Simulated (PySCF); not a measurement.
Species: C3H11PSi2.
Bonds: Si1–P2, P2–Si3, Si3–C4, C4–C5, C5–C6, C4–C6. Hydrogens: H7, H8, H9 on Si1; H10 on P2; H11, H12 on Si3; H13 on C4; H14, H15 on C5; H16, H17 on C6.

NICS = −σ at a ghost point: NICS(0) at the centroid of the ring atoms, NICS(1) 1 Å to either side along the normal of their mean plane, zz for the tensor component along that normal. Level: GIAO PBE0/pcSseg-1 (PySCF, non-relativistic, gas phase) on the PBE0-D3(BJ)/def2-SVP geometry, one conformer.

Ring bond lengths (Å), with Mayer bond orders in brackets: C4–C5 1.510 (0.95), C5–C6 1.492 (0.97), C6–C4 1.509 (0.95).

What do the NICS probes read (ppm)?

| ring | type | NICS(0) | NICS(1), two faces | NICS(1)zz, two faces | rms pucker (Å) | centre to ring atoms, mean (Å) |
| --- | --- | --- | --- | --- | --- | --- |
| C4–C5–C6 | 3-membered carbocycle; formal bonds all single | -45.3 | -8.2 / -10.0 | -24.5 / -28.3 | 0.00 | 0.87 |

What can be read from them?

- C4–C5–C6: mean NICS(1)zz -26.4 ppm, shielded. C4, C5, C6 have four or more neighbours, so the value isn't read as a sign of a π ring current. The two faces differ by 3.8 ppm, so no symmetry operation interchanges them. NICS(0) lies 36 ppm below the mean NICS(1).

What are the shieldings of the ring atoms and their hydrogens in the same run (means over atoms taken as equivalent)?

| atoms | environment | σ isotropic (ppm) |
| --- | --- | --- |
| C4 | sp3 carbon bound to silicon | 192.3 |
| C5 (×2) | three-membered-ring carbon | 181.4 |
| H13 | methine hydrogen | 31.52 |
| H14 (×2) | methylene hydrogen | 30.60 |
| H15 (×2) | methylene hydrogen | 30.85 |

How do the values depend on the level or the medium?

```json
{"level": "PBE0/pcSseg-1, gas", "NICS(0), C4–C5–C6": "-45.3", "mean NICS(1)zz, C4–C5–C6": "-26.4"}
{"level": "mPW1PW91/pcSseg-1, gas", "NICS(0), C4–C5–C6": "-45.2", "mean NICS(1)zz, C4–C5–C6": "-26.3"}
```

The geometry is the same throughout.

Hardware: one thread, x86-64 server, no GPU, shared host. Cost: 23 s of wall time. This is the whole shielding run at PBE0/pcSseg-1, SCF included.

Shape of the structure used: `[SiH3:1][PH:2][SiH2:3][CH:4]1[CH2:5][CH2:6]1`: Si1–P2–Si3–C4 -173°, P2–Si3–C4–C5 -30°.
